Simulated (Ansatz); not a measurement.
```yaml
crystal:
  periodic: [false, false, false]
  atoms:
    - {symbol: Cl, position_ang: [-1.760023, -1.163670, 1.459567]}
    - {symbol: Si, position_ang: [-0.655855, 0.625657, 1.246742]}
    - {symbol: Cl, position_ang: [1.025388, 0.509388, 2.505621]}
    - {symbol: O, position_ang: [-0.208234, 0.660465, -0.156705]}
    - {symbol: Ge, position_ang: [0.607333, -0.431348, -1.366443]}
    - {symbol: H, position_ang: [-1.659732, 1.665767, 1.792485]}
    - {symbol: H, position_ang: [1.655320, -1.290852, -0.653581]}
    - {symbol: H, position_ang: [-0.368839, -1.175081, -2.090460]}
    - {symbol: H, position_ang: [1.451205, 0.744079, -2.326010]}
basis:
  gaussian: {orbitals: x2c-TZVPPall, final_grid: {core_spheres: 1, valence_spheres: 1, degree: 5}}
magnetization: {spin_polarized: true, initial_magnetization: 2}
hamiltonian: {xc: {name: r2SCAN}}
output: {forces: true}
```

```sh
$ ansatz run in.yaml --threads 4 --pin off --events-out ev --progress --plain --max-ram 10444MiB
```

It prints (some lines left out):

```
Functional definition: r2SCAN
1663 factors; their error is unknown
mean field evaluation 1: about -92227.2769 eV, gradient 5.0e1 eV
mean field evaluation 2: about -92111.6181 eV, gradient 1.5e2 eV
mean field evaluation 4: about -92230.0270 eV, gradient 2.7e1 eV
mean field evaluation 8: about -92237.3072 eV, gradient 2.3e0 eV
mean field evaluation 16: about -92271.4968 eV, gradient 2.4e1 eV
mean field evaluation 32: about -92275.5107 eV, gradient 2.4e-5 eV
mean field -92275.51069456 eV, -3391.0624714374 hartree, gradient 1.0e-5 eV, S^2 2.052883; 8 other end points of the search recorded, 0 dependent functions left out
reference -92275.51076464 eV, -3391.0624740129 hartree; 47, 45 occupied and 214, 216 virtual orbitals, 1663 factors
Total energy: -92275.51076464 eV, -3391.0624740129 hartree
Relativity: scalar
Atom 0 at    -1.760023    -1.163670     1.459567 Å, force     5.023603     8.002786    -1.217335 eV/Å
Atom 1 at    -0.655855     0.625657     1.246742 Å, force     1.107128    -1.272423    12.987135 eV/Å
Atom 2 at     1.025388     0.509388     2.505621 Å, force    -9.396940    -0.322561    -5.319972 eV/Å
Atom 3 at    -0.208234     0.660465    -0.156705 Å, force    -2.320797    -0.903019    -0.818632 eV/Å
Atom 4 at     0.607333    -0.431348    -1.366443 Å, force     2.608015    -3.067967    -3.920944 eV/Å
Atom 5 at    -1.659732     1.665767     1.792485 Å, force     2.253914    -3.300929    -0.912707 eV/Å
Atom 6 at     1.655320    -1.290852    -0.653581 Å, force    -0.334706     0.439573    -1.399201 eV/Å
Atom 7 at    -0.368839    -1.175081    -2.090460 Å, force     1.504838     1.140817     1.052260 eV/Å
Atom 8 at     1.451205     0.744079    -2.326010 Å, force    -0.445055    -0.716276    -0.450604 eV/Å
Dipole moment:    -0.130645     0.179448    -0.225882 e Å
```

Problem. Something in this input is off. What?

Solution. The integration grid is far too coarse. Self-consistency was reached. The result belongs to that input, not to the molecule as meant.
